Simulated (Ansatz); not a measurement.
Start from `CO[SiH2][SiH2]O` and change one atom or group to get `O[SiH2][SiH2]CCl`.

Ansatz, PBE0-D4/def2-TZVP geometries, multiplicity 1. Each molecule was computed in one conformer, which needn't be the lowest.

```csv
property,`CO[SiH2][SiH2]O`
HOMO energy (ωB97M-V/def2-TZVPP) / eV,-10.00
LUMO energy (PBE/def2-TZVPP) / eV,-1.62
HOMO–LUMO gap (ωB97M-V/def2-TZVPP) / eV,10.98
LUMO energy (ωB97M-V/def2-TZVPP) / eV,0.98
HOMO–LUMO gap (PBE0/def2-TZVPP) / eV,7.19
HOMO–LUMO gap (B3LYP/def2-TZVPP) / eV,6.81
```

(1) Give the same properties after the change, and the shifts. (Best estimate.)

## Answers

(1) Computed: 
| property | `O[SiH2][SiH2]CCl` | shift |
| --- | --- | --- |
| HOMO energy (ωB97M-V/def2-TZVPP) / eV | -9.86 | 0.14 |
| LUMO energy (PBE/def2-TZVPP) / eV | -1.51 | 0.11 |
| HOMO–LUMO gap (ωB97M-V/def2-TZVPP) / eV | 10.84 | -0.14 |
| LUMO energy (ωB97M-V/def2-TZVPP) / eV | 0.98 | 0.00 |
| HOMO–LUMO gap (PBE0/def2-TZVPP) / eV | 7.09 | -0.10 |
| HOMO–LUMO gap (B3LYP/def2-TZVPP) / eV | 6.70 | -0.11 |

With PBE0 the HOMO rises by 0.17 eV and the LUMO rises by 0.07 eV, so the gap narrows by about 0.10 eV. PBE moves the HOMO by 0.23 eV and ωB97M-V by 0.14 eV.

Positive LUMOs are unbound, so they and the gaps depend on the basis.

B3LYP here is the variant with VWN-RPA as its local correlation; programs differ in this.
